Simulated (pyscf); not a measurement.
**F–Si•(SiH₃)–SiH₃ (SMILES F[Si]([SiH3])[SiH3]), doublet**

Gas-phase minimum from PySCF at ωB97X-D3(BJ)/def2-SVP, one conformer. Other isomers of F–Si•(SiH₃)–SiH₃ were not searched in full and may lie lower. 

```
Si
F 1 1.6454
Si 1 2.3315 2 109.17
H 3 1.4906 1 110.60 2 -61.14
H 3 1.4930 4 109.54 1 117.54
H 3 1.4941 4 109.08 5 119.34
Si 1 2.3315 2 109.23 3 125.89
H 7 1.4906 1 110.66 2 61.77
H 7 1.4931 8 109.53 1 -117.51
H 7 1.4941 8 109.08 9 -119.34
```
Charge 0, spin multiplicity 2.

Properties at ωB97X-D3(BJ)/def2-SVP:

```yaml
harmonic_wavenumbers_unscaled: 89, 90, 96, 149, 159, 376, 447, 477, 538, 562, 562, 861, 868, 911, 940, 944, 948, 953, 2232, 2237, 2246, 2250, 2260, 2261 cm⁻¹
zero_point_energy: 33.5 kcal/mol
rotational_symmetry_number: 1
Entropy of this conformer at 298 K and 1 atm, rigid rotor and harmonic oscillator, modes under 100 cm⁻¹ raised to 100: 376.1 J/(mol K)
dipole_moment: 1.23 D
Spin expectation value S2: 0.753
```

Single-point totals, which compare only within one level:

```csv
level,total energy (hartree)
ωB97X-D3(BJ)/def2-TZVP,-972.09458
PBE/def2-TZVP,-971.45002
r²SCAN/def2-TZVP,-971.88211
B3LYP-D3(BJ)/def2-TZVP,-972.08958
PBE0-D3(BJ)/def2-TZVP,-971.54678
M06-2X/def2-TZVP,-971.89112
ωB97M-D3(BJ)/def2-TZVP,-972.13639
```

Soft torsions are taken as harmonic, which can shift the entropy by several J/(mol K).
